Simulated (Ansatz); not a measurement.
`FB(F)[SeH]` + CH₄ → `CB(F)[SeH]` + H–F at 600 K and 1 bar (formal exchange of groups at a B–F bond).

Calculated with Ansatz (gas phase, PBE0-D4/def2-TZVP geometries, no zero-point term in ΔE). CCSD(T)/CBS is the MP2 limit (def2-TZVPP, def2-QZVPP) plus CCSD(T) − MP2 in def2-TZVPP, frozen cores. This one scheme is used for every species. For Se outer-core shells are correlated without core-valence functions, which leaves a few kJ/mol of doubt a bond. Scalar relativity is left out up to krypton. One conformer a species, not always the lowest.

```json
{"species": "`FB(F)[SeH]`", "CCSD(T)/CBS energy (Eh)": "-2625.82827", "H − E (kJ/mol)": "85.5", "S (J/(mol·K))": "355.7"}
{"species": "CH₄", "CCSD(T)/CBS energy (Eh)": "-40.46206", "H − E (kJ/mol)": "140.4", "S (J/(mol·K))": "215.7"}
{"species": "`CB(F)[SeH]`", "CCSD(T)/CBS energy (Eh)": "-2565.84504", "H − E (kJ/mol)": "184.8", "S (J/(mol·K))": "396.8"}
{"species": "H–F", "CCSD(T)/CBS energy (Eh)": "-100.39570", "H − E (kJ/mol)": "42.3", "S (J/(mol·K))": "194.0"}
```

H − E and S are ideal-gas, rigid-rotor, harmonic terms from PBE0-D4/def2-TZVP, for one conformer and one mirror image of each species. 1 Eh = 2625.50 kJ/mol, R = 8.31446 J/(mol·K).

Task: By hand: ΔE, ΔH, ΔS and ΔG.

Result: ΔE = (-2565.84504) + (-100.39570) − (-2625.82827) − (-40.46206) = 0.04959 Eh = 130.2 kJ/mol. Δ(H − E) = 184.8 + 42.3 − 85.5 − 140.4 = 1.2, so ΔH = 131.4 kJ/mol. ΔS = 396.8 + 194.0 − 355.7 − 215.7 = 19.4 J/(mol·K). ΔG = 131.4 − 600 × (19.4)/1000 = 119.8 kJ/mol.

Task: By hand: the equilibrium constant, and the temperature at which ΔG would vanish if ΔH and ΔS stayed fixed.

Result: log₁₀ K = −ΔG/(RT ln 10) = -10.4. ΔG = 0 at ΔH/ΔS = 6773 K, far beyond where these terms or the molecules hold.

ΔH outweighs TΔS. A doubt of 5 kJ/mol in ΔE shifts log₁₀ K by 0.4 here. Other conformers and mirror images would add mixing entropy, several J/(mol·K) or more a flexible species. Modes under 60 cm⁻¹, often nearly free rotors, make the harmonic entropy too high. These are equilibria of isolated gas molecules and say nothing of rates. Largest T1 diagnostic: 0.012 (customary marks: 0.02 for closed shells, 0.045 for open ones).
